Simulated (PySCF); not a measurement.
Method: PBE0-D3(BJ)/def2-TZVP in PySCF. Isolated molecules, 0 K electronic values unless said otherwise. 

Reference species (SMILES): `[Al]([I])([I])[I]` (neutral, multiplicity 1).

```
Quantity       Result
-------------  ------
dipole moment  0.00 D
```

Changed species: `[I][AlH][I]` (whole molecule; the reference has whole molecule).

**Question.** What does the change do to the dipole moment?

**Answer.** the dipole moment goes up by 0.55 D, to 0.55 D.
